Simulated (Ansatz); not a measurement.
Species: sum formula H₃BO, charge 0, multiplicity 1. 
Structure (B3LYP-D3(BJ)/def2-TZVP (Ansatz, a quantum-chemistry and plane-wave program) minimum search):
SMILES: BO
```xyz
5

B     -0.7100     0.0755    -0.0345
O      0.6342     0.0146     0.0881
H     -1.3022    -0.7421    -0.6782
H     -1.2599     0.9729     0.5246
H      1.0388    -0.7247    -0.3785
```
Charge 0, spin multiplicity 1.

CCSD(T) with Ansatz in growing basis sets, 12 correlated electrons. Cores are frozen in the correlated levels unless marked. Open shells are spin-unrestricted. Spin-orbit coupling is left out. Non-relativistic. Costs are ratios of core time to the smallest set, on shared machines of one kind, and rough; they hold the program's checks for lower states.

```csv
basis,functions,cost over smallest,E(corr) (Eh),electronic atomisation energy (kcal/mol)
aug-cc-pVTZ,161,1×,-0.3863,426.2
aug-cc-pVQZ,298,9×,-0.4066,431.4
```

Formally CCSD grows as o²v⁴ and (T) as o³v⁴; with o = 6 and v going from 153 to 290 both grow 13-fold in the last step, while integrals and the mean field grow more slowly. That step adds 20.4 mEh of correlation energy and 5.2 kcal/mol to the atomisation energy.
